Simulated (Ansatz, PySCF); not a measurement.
Pair of molecules: HF (SMILES F) (first 2 atoms) with C4H6 (SMILES C=CC=C); geometry from B3LYP-D3(BJ)/def2-TZVP.
(charge 0, multiplicity 1):
```xyz
12

F      0.536     0.020     0.248
H      0.655     0.250     1.148
C      1.099     1.300     3.000
C      0.652     0.108     3.414
C     -0.741    -0.194     3.694
C     -1.169    -1.388     4.104
H      0.425     2.137     2.859
H      2.150     1.478     2.817
H      1.359    -0.705     3.556
H     -1.452     0.615     3.553
H     -2.214    -1.579     4.305
H     -0.482    -2.214     4.248
```

Basis-set superposition error: the interaction energy with monomers in their own basis, and in the dimer's basis (counterpoise).

The values were computed with Ansatz (Gaussian orbitals); PySCF for 6-31G* rows. Each number belongs to the level named beside it.

| level | uncorrected (kJ/mol) | counterpoise (kJ/mol) | difference |
|---|---|---|---|
| HF/6-31G* | -14.7 | -9.8 | 4.9 |
| HF/aug-cc-pVDZ | -12.3 | -10.5 | 1.8 |
| BLYP/def2-TZVPPD | -14.6 | -14.2 | 0.4 |
| r2SCAN/def2-TZVPPD | -22.8 | -22.5 | 0.3 |
| B97M-V/def2-TZVPPD | -20.6 | -20.2 | 0.4 |
| B3LYP/def2-TZVPPD | -16.9 | -16.5 | 0.4 |
| BHLYP/def2-TZVPPD | -18.6 | -18.3 | 0.3 |
| CAM-B3LYP/def2-TZVPPD | -19.9 | -19.5 | 0.4 |
| B2PLYP/def2-TZVPPD | -18.7 | -17.6 | 1.1 |
| SCS-MP2/aug-cc-pVTZ | -19.8 | -16.4 | 3.4 |

The error is largest for HF/6-31G* (4.9 kJ/mol) and smallest for BHLYP/def2-TZVPPD (0.3 kJ/mol).

Ansatz is a quantum-chemistry and plane-wave program.
